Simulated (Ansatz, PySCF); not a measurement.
Lewis adduct: AlH3 (SMILES [AlH3]) (first 4 atoms) with H2O (SMILES O); geometry from B3LYP-D3(BJ)/def2-TZVP, rigid monomers moved along the line of their centres of mass till Al1···O5 is 2.35 Å.
(charge 0, multiplicity 1):
```xyz
7

Al    -0.02131     0.21827     0.32569
H      0.60330    -0.93481    -0.56573
H     -1.60833     0.38573     0.33738
H      0.86874     1.50996     0.61919
O      0.12837    -0.65633     2.50266
H     -0.73668    -0.75793     2.92027
H      0.67647    -0.11171     3.08232
```

Interaction energies are E(AB) − E(A) − E(B) at the monomers' geometry in the complex; basis-set methods are counterpoise corrected. Rows marked so take none.

Correlated levels freeze the cores. Rows in 6-31G* carry no dispersion term and start afresh at each structure (6-31G* with six Cartesian d functions).

Run with Ansatz (an electronic-structure program); PySCF for 6-31G* rows, the dispersion terms. Each number belongs to the level named beside it.

```tsv
level	interaction energy (meV)
HF/aug-cc-pV(T+d)Z	-759.7
PBE/def2-TZVPPD	-794.7
r2SCAN-D3(BJ)/def2-TZVPPD	…
PBE0/def2-TZVPPD	-822.9
M06-2X/6-31G* (no counterpoise)	…
MP2/aug-cc-pV(T+d)Z	-831.0
SCS-MP2/aug-cc-pV(T+d)Z	-801.3
CCSD/aug-cc-pV(T+d)Z	-810.6
CCSD(T)/aug-cc-pV(D+d)Z	-788.9
```

Task: Fill in the missing entries.

Result: 
- r2SCAN-D3(BJ)/def2-TZVPPD, interaction energy (meV): -890.4
- M06-2X/6-31G* (no counterpoise), interaction energy (meV): -1107.7
